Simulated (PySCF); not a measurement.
**The first ionisation energy along the 5p block**

All values are computed (PySCF 2.14, energy differences of UHF-based or UKS calculations, no spin-orbit coupling). Values in eV. The last column holds reference values (NIST; (s) semi-empirical, (t) theoretical, else measured). Unmarked ones compare directly (S terms, centres of terms, or small fine structure); those marked * lie between the lowest fine-structure levels and include a spin-orbit shift.

```csv
element,configurations,UHF,MP2 (valence),SCS-MP2 (valence),reference
"In (x2c-TZVPall, spin-free X2C)",[Kr] 4d10 5s2 5p1 → [Kr] 4d10 5s2,5.205,5.378,5.361,5.603
"Sn (x2c-TZVPall, spin-free X2C)",[Kr] 4d10 5s2 5p2 → [Kr] 4d10 5s2 5p1,6.859,7.143,7.081,7.389
"Sb (x2c-TZVPall, spin-free X2C)",[Kr] 4d10 5s2 5p3 → [Kr] 4d10 5s2 5p2,8.577,8.969,8.850,9.124
"Te (x2c-TZVPall, spin-free X2C)",[Kr] 4d10 5s2 5p4 → [Kr] 4d10 5s2 5p3,7.751,8.336,8.388,8.749
"I (x2c-TZVPall, spin-free X2C)",[Kr] 4d10 5s2 5p5 → [Kr] 4d10 5s2 5p4,9.587,10.268,10.265,10.519
"Xe (x2c-TZVPall, spin-free X2C)",[Xe] → [Kr] 4d10 5s2 5p5,11.543,12.302,12.232,12.565
```

```csv
method,elements,mean error (eV),mean absolute error (eV),largest error (eV)
UHF,6,-0.738,0.738,-1.023
MP2 (valence),6,-0.259,0.259,-0.412
SCS-MP2 (valence),6,-0.295,0.295,-0.361
```

Errors include the incompleteness of the basis and the frozen core.

"Valence" correlates the outer s and p shells and, in groups 3 to 12 and the f block, the outer d or f shell, open or full, or the next shell where the ion has no valence electron left; the wider scheme adds the next inner shell.
